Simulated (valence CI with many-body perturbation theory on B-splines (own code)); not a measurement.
## Sn XLIII: input, log and results

Computed by valence CI with perturbative core correlation (CI+MBPT): six valence electrons over a frozen Dirac-Fock core [He], a basis of 9 s, 9 p, 8 d, 6 f, 3 g, 1 h functions for each j, with the one-electron correlation potential Σ1 (screened to all orders), the two-electron term Σ2, the three-electron term Σ3, Breit, model QED; selected single and double excitations, second order for the rest, scaled by the run's own slope (own B-spline code, finite nucleus).

Command, and the settings that its task file holds:

```sh
python run_cv.py task.json out
```

```
atom Sn  Z=50  mass_number=120  rms_radius_fm=4.6519
core [He]
valence 2s2 2p4
avg = 1
basis = M
breit = 1
cap = 60000
capref = 1200
cscale = 1
de = 0.0
dress = 0
eps = 2e-08
extrap = 1
h = 0.27
hh = 1
l2 = 3
lcore = 6
maxit = 60
n2 = 5
natural = 1
nlev = 35
nno = [5, 5, 5, 4, 2, 1]
nroot = 26
nsp = [4, 4, 3, 2, 1, 0]
pt2 = 1
qed = 1
rpa = 1
s1 = 1
s2 = 1
s3 = 1
screen = 1
tol = 2e-05
whole = 1
```

(1) Roughly how long does this run take on one core of Intel(R) Xeon(R) Processor @ 2.30GHz, and how much memory?

Log. The first blocks belong to the next ion, which gives the ionisation energy. Fields: 2J, parity (1 odd), roots, reference size, generating configurations, candidates as configurations/state functions, variational space P, stored matrix elements, Davidson steps; e2 is the range of second-order energies in hartree. The first line gives the box (bohr), its intervals, the orbitals and the steps of their self-consistent field. Window is the range of levels sought, series limit the energy at which the first omitted orbital would enter, core excitation an estimate of the first excitation out of the core, left out the lowest levels not solved, and shifts from estimates the range by which levels moved from their first estimate, all in cm⁻¹.

```
rmax 2.0 intervals 56 orbitals 63 references ['2s2 2p4', '2s 2p5', '2p6'] scf 4 t 0.4
2J=3 par=1 roots 2 ref 68 generators 4 cand 7029/27937 P 1611/6000 nnz 5.3e+06 it 5
2J=3 par=1 roots 2 ref 68 generators 5 cand 9056/57972 P 3856/16869 nnz 3.6e+07 it 5
   second order: generators 11 cand 19303/148203 e2 -0.00006 -0.00006
reference levels 516, estimated 409, window 33082190 1/cm; series limit 46683295, core excitation 204438656
2J=4 par=0 roots 12 ref 74 generators 13 cand 26520/244005 P 2219/11988 nnz 1e+07 it 6
2J=4 par=0 roots 12 ref 74 generators 19 cand 37575/474602 P 7401/59995 nnz 1.8e+08 it 9
   second order: generators 34 cand 77530/1289872 e2 -0.00536 -0.00135
2J=0 par=0 roots 8 ref 30 generators 16 cand 29837/108026 P 4895/12000 nnz 6.9e+06 it 7
2J=0 par=0 roots 8 ref 30 generators 16 cand 26190/98556 P 16920/59524 nnz 1.4e+08 it 8
   second order: generators 31 cand 56355/276308 e2 -0.00029 -0.00001
2J=2 par=0 roots 11 ref 66 generators 14 cand 25065/175113 P 2415/11988 nnz 9.1e+06 it 8
2J=2 par=0 roots 11 ref 66 generators 19 cand 35898/334438 P 8595/59989 nnz 1.8e+08 it 9
   second order: generators 31 cand 66497/890452 e2 -0.00248 -0.00082
2J=4 par=1 roots 15 ref 73 generators 18 cand 37098/435709 P 2134/11999 nnz 1e+07 it 10
2J=4 par=1 roots 15 ref 73 generators 20 cand 36562/434202 P 7061/59994 nnz 1.7e+08 it 8
   second order: generators 35 cand 74291/1523934 e2 -0.01107 -0.00598
2J=2 par=1 roots 14 ref 68 generators 21 cand 36480/313974 P 2631/11993 nnz 9.3e+06 it 7
2J=2 par=1 roots 14 ref 68 generators 21 cand 34806/305689 P 9031/59984 nnz 1.6e+08 it 8
   second order: generators 37 cand 70954/1056017 e2 -0.01621 -0.00172
2J=0 par=1 roots 6 ref 27 generators 12 cand 28288/104060 P 4478/11998 nnz 7.3e+06 it 5
2J=0 par=1 roots 6 ref 27 generators 13 cand 25757/96426 P 15421/54509 nnz 1.2e+08 it 6
   second order: generators 23 cand 45532/279860 e2 -0.00015 -0.00002
2J=6 par=0 roots 6 ref 51 generators 7 cand 23321/247372 P 1991/11994 nnz 1.1e+07 it 5
2J=6 par=0 roots 6 ref 51 generators 12 cand 32500/445575 P 6606/59996 nnz 2.1e+08 it 6
   second order: generators 23 cand 58157/1202094 e2 -0.00376 -0.00236
2J=6 par=1 roots 10 ref 53 generators 14 cand 35569/469994 P 2097/11997 nnz 1e+07 it 7
2J=6 par=1 roots 10 ref 53 generators 14 cand 34191/461128 P 6410/60000 nnz 1.9e+08 it 8
   second order: generators 31 cand 77576/1886103 e2 -0.01935 -0.00731
2J=8 par=1 roots 5 ref 28 generators 7 cand 22891/330003 P 2006/12000 nnz 1.2e+07 it 5
2J=8 par=1 roots 5 ref 28 generators 7 cand 21493/320528 P 5703/57647 nnz 2.2e+08 it 6
   second order: generators 16 cand 50028/1345408 e2 -0.00627 -0.00297
2J=8 par=0 roots 2 ref 25 generators 5 cand 20709/314838 P 1863/11994 nnz 1.2e+07 it 5
2J=8 par=0 roots 2 ref 25 generators 5 cand 19416/305367 P 5391/55888 nnz 2.1e+08 it 5
   second order: generators 9 cand 32303/757111 e2 -0.00477 -0.00207
2J=10 par=1 roots 2 ref 9 generators 2 cand 11105/196685 P 1769/11977 nnz 1.2e+07 it 5
2J=10 par=1 roots 2 ref 9 generators 2 cand 9870/187195 P 4914/57769 nnz 2.8e+08 it 5
   second order: generators 9 cand 36902/1124025 e2 -0.00069 -0.00068
2J=10 par=0 roots 1 ref 9 generators 2 cand 8924/120213 P 1507/11966 nnz 1.9e+07 it 5
2J=10 par=0 roots 1 ref 9 generators 2 cand 7995/110756 P 3821/42513 nnz 2.3e+08 it 5
   second order: generators 6 cand 25318/533212 e2 -0.00044 -0.00044
left out: unestimated 45067712, estimated 34901566, shifts from estimates -245 to 181
operators 0.1
```

The Davidson iterations converged.

The last digits are not significant, and no measured levels were compared; by estimate large intervals hold to a few tenths of a per cent, small ones and those within an open d or f shell to about a per cent. Among the levels kept, up to 2200 cm⁻¹ of a level comes from second order outside the variational space, and about a tenth of that is noise between levels of different J, which matters for small intervals.

```yaml
Valence_energy: -1678.486 hartree
Ionisation_energy: "6855.9 eV (NIST: 6859 ± 13 eV (semi-empirical))"
Reference_configurations_for_the_orbitals: 2s2 2p4, 2s 2p5, 2p6
Radial_orbitals: 63
Box_radius: 1.96 bohr
Largest_variational_space: 60000
Lowest_levels: (2s^2 2p1/2^2 2p3/2^2) J=2 0.00, (2s^2 2p1/2^2 2p3/2^2) J=0 272.94, (2s^2 2p1/2 2p3/2^3) J=1 1904.5, (2s^2 2p1/2 2p3/2^3) J=2 2032.4, (2s 2p1/2^2 2p3/2^3) J=2 3800.6, (2s^2 2p3/2^4) J=0 4037.0, (2s 2p1/2^2 2p3/2^3) J=1 4179.1, (2s 2p1/2 2p3/2^4) J=0 5762.9, (2s 2p1/2 2p3/2^4) J=1 6011.8, (2p1/2^2 2p3/2^4) J=0 8225.9, (2s^2 2p1/2^2 2p3/2 3s) J=2 30398, (2s^2 2p1/2^2 2p3/2 3s) J=1 30448, (2s^2 2p1/2^2 2p3/2 3p1/2) J=1 30952, (2s^2 2p1/2^2 2p3/2 3p1/2) J=2 30966 × 10³ cm⁻¹
```

Levels are named by their leading jj configuration (3d3/2^4 stands for four electrons in 3d with j = 3/2), which in mixed levels can hold well under half, so a name can repeat and another be missing.

## Answers

(1) 5.7 min on 1 thread of Intel(R) Xeon(R) Processor @ 2.30GHz (shared host), peak memory 1.9 GiB.
